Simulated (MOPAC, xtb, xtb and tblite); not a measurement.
Conformational energy of SMILES C=CCC(C)(C)C (C7H14). Scanned: dihedral C1–C2–C3–C4; all other coordinates were relaxed at GFN2-xTB. Points at φ and −φ are mirror images. Heavy atoms are numbered in the order of the SMILES C=CCC(C)(C)C, hydrogens after them in the order of the atoms that carry them; the mirror image has the same energies with the sign of each dihedral reversed.

Methods: PM6, restricted, heats of formation // GFN2-xTB (MOPAC); GFN2-xTB (xtb and tblite); GFN1-xTB // GFN2-xTB (xtb).

Energies in kJ/mol, each method relative to its own lowest point.

```csv
φ / °,PM6,GFN2-xTB,GFN1-xTB
-160,0.1,5.4,5.4
-140,0.0,2.0,2.4
-120,0.0,0.0,0.3
-100,0.5,0.2,0.0
-80,2.8,3.9,2.9
-60,7.4,12.4,9.8
-40,9.8,17.2,13.2
-20,11.0,16.9,13.9
0,11.2,16.5,13.9
20,11.0,16.9,13.9
40,9.8,17.2,13.2
60,7.4,12.4,9.8
80,2.8,3.9,2.9
100,0.5,0.2,0.0
120,0.0,0.0,0.3
140,0.0,2.0,2.4
160,0.1,5.4,5.4
180,0.1,7.2,7.0
```
